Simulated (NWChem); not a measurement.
# CoCl₂, quartet; SMILES [Co]([Cl])[Cl]

Program: NWChem. Pople sets run with spherical d functions. Spin-unrestricted. No stability test was run on the SCF state. The level has its own optimisation; frequencies are unscaled.

What does the run give for UHF/6-31G*? Quantities: r Cl–Co (Å); highest harmonic frequency (cm⁻¹); lowest (cm⁻¹); zero-point energy (kcal/mol).


```json
{
 "r Cl–Co (Å)": "2.185",
 "highest harmonic frequency (cm⁻¹)": "485",
 "lowest (cm⁻¹)": "84",
 "zero-point energy (kcal/mol)": "1.4"
}
```
